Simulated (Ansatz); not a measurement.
**Nudged elastic band run: C₂H₈OSi₂**

The input (input.yaml):

```yaml
crystal:
  periodic: [false, false, false]
  atoms:
    - { symbol: Si, position_ang: [-1.56854, 0.575775, -1.086996] }
    - { symbol: C, position_ang: [-0.583653, -0.172782, 0.383186] }
    - { symbol: C, position_ang: [0.656371, -1.040124, 0.017038] }
    - { symbol: Si, position_ang: [1.686692, 0.251196, 1.007202] }
    - { symbol: O, position_ang: [0.056367, 0.965624, 1.13103] }
    - { symbol: H, position_ang: [-2.58567, 1.566566, -0.602579] }
    - { symbol: H, position_ang: [-0.593652, 1.254305, -2.009931] }
    - { symbol: H, position_ang: [-2.27123, -0.518911, -1.852896] }
    - { symbol: H, position_ang: [-1.255467, -0.700493, 1.068171] }
    - { symbol: H, position_ang: [0.88898, -1.086808, -1.050402] }
    - { symbol: H, position_ang: [0.631586, -2.05382, 0.423222] }
    - { symbol: H, position_ang: [2.278583, -0.175789, 2.323649] }
    - { symbol: H, position_ang: [2.680133, 1.100562, 0.264006] }
basis:
  gaussian: { orbitals: "6-31G" }
hamiltonian:
  xc: pbe0
neb:
  order_check: false
  images: 7
  f_tol: 0.03
  max_iterations: 48
  initial_path: idpp
  final_atoms:
    - { symbol: Si, position_ang: [-1.59072429, 0.50280507, -1.09501269] }
    - { symbol: C, position_ang: [-0.55806526, -0.34996364, 0.28227176] }
    - { symbol: C, position_ang: [0.84519085, -0.88307283, -0.12987285] }
    - { symbol: Si, position_ang: [1.54792687, 0.32691157, 1.19352757] }
    - { symbol: O, position_ang: [-0.19400199, 0.70147328, 1.29643481] }
    - { symbol: H, position_ang: [-0.72053415, 1.52971448, -1.76570695] }
    - { symbol: H, position_ang: [-2.02227523, -0.51139699, -2.12618813] }
    - { symbol: H, position_ang: [-2.80748189, 1.16313536, -0.51734762] }
    - { symbol: H, position_ang: [-1.14893746, -1.12292823, 0.7847784] }
    - { symbol: H, position_ang: [1.14218148, -0.65520379, -1.15727439] }
    - { symbol: H, position_ang: [0.99455805, -1.94846262, 0.05874081] }
    - { symbol: H, position_ang: [2.12949613, -0.26536733, 2.4491888] }
    - { symbol: H, position_ang: [2.40316687, 1.47765667, 0.74116049] }
```

Run as:

```bash
$ ansatz run input.yaml --threads 1 --pin off --max-ram 2048MiB --backend cpu --events-out ev --progress --plain --runs-dir out
```

Output, in part (warnings, iteration lines, the closing report on the highest movable image, with atoms numbered from 0):

```
NEB end point (image 0): max|allowed force component| = 7.273e-3 eV/Å (the criterion of neb.relax_end_points is 1.000e-2)
NEB end point (image 8): max|allowed force component| = 1.090e-2 eV/Å (the criterion of neb.relax_end_points is 1.000e-2)
NEB iter   1: max|band force component| = 7.977e-1 eV/Å  barrier→ = 0.1697 eV  barrier← = 0.1696 eV  Δτ_max = 0.1483 Å  (210 SCF iters)
NEB iter   2: max|band force component| = 1.999e-1 eV/Å  barrier→ = 0.0978 eV  barrier← = 0.0978 eV  CI = image 4  Δτ_max = 0.0254 Å  (188 SCF iters)
NEB iter   3: max|band force component| = 5.905e-2 eV/Å  barrier→ = 0.0920 eV  barrier← = 0.0920 eV  CI = image 4  Δτ_max = 0.0093 Å  (177 SCF iters)
NEB iter   4: max|band force component| = 2.602e-2 eV/Å  barrier→ = 0.0916 eV  barrier← = 0.0916 eV  CI = image 4  Δτ_max = 0.0000 Å  (319 SCF iters)
Total energy: -19990.44023662 eV, -734.6351286886 hartree
Atom 0 at    -1.544092     0.354824    -1.244496 Å, force    -0.013830     0.001670    -0.011872 eV/Å
Atom 1 at    -0.527087    -0.397167     0.219761 Å, force     0.011868     0.015051     0.025995 eV/Å
Atom 2 at     0.957559    -0.774759    -0.059145 Å, force     0.004623    -0.006851    -0.007428 eV/Å
Atom 3 at     1.399803     0.451169     1.358551 Å, force    -0.002706     0.002545    -0.002984 eV/Å
Atom 4 at    -0.371854     0.642169     1.297516 Å, force     0.004235    -0.007940    -0.011676 eV/Å
Atom 5 at    -1.846552     1.796409    -0.965602 Å, force    -0.002840     0.002188    -0.003313 eV/Å
Atom 6 at    -0.750030     0.262435    -2.524549 Å, force     0.005022    -0.004349     0.002134 eV/Å
Atom 7 at    -2.834324    -0.394780    -1.449169 Å, force    -0.002148    -0.001107    -0.000050 eV/Å
Atom 8 at    -1.076143    -1.243395     0.645633 Å, force    -0.000280    -0.001190    -0.000883 eV/Å
Atom 9 at     1.329505    -0.490028    -1.046492 Å, force    -0.006117     0.002723     0.004304 eV/Å
Atom 10 at     1.192439    -1.826637     0.120830 Å, force     0.001339     0.004007     0.000557 eV/Å
Atom 11 at     1.924477    -0.112366     2.651611 Å, force    -0.000383    -0.006247    -0.000680 eV/Å
Atom 12 at     2.166799     1.697428     1.010250 Å, force     0.001218    -0.000500     0.005894 eV/Å
Dipole moment:     0.433924    -0.322174    -0.152076 e Å
```

The run converged. A vibrational analysis at the climbing image gives one clearly imaginary mode, 140i cm⁻¹: a first-order saddle point. Limits of this set-up: no polarisation functions.

Final band (atoms are numbered from 1 in the order of the input):

| image | path coordinate (Å) | energy (eV) | dihedral H8–Si1–C2–O5 (°) |
| --- | --- | --- | --- |
| 0 | 0.00 | 0.000 | -178 |
| 1 | 0.56 | 0.014 | -164 |
| 2 | 1.13 | 0.046 | -149 |
| 3 | 1.69 | 0.078 | -133 |
| 4 | 2.26 | 0.092 | -118 |
| 5 | 2.82 | 0.078 | -102 |
| 6 | 3.39 | 0.046 | -87 |
| 7 | 3.96 | 0.013 | -72 |
| 8 | 4.53 | 0.000 | -58 |

The run took 2.6 min on 1 thread of Intel(R) Xeon(R) Platinum 8223CL CPU @ 3.00GHz (Skylake/Cascade Lake), on a shared host, peak memory 0.19 GiB.
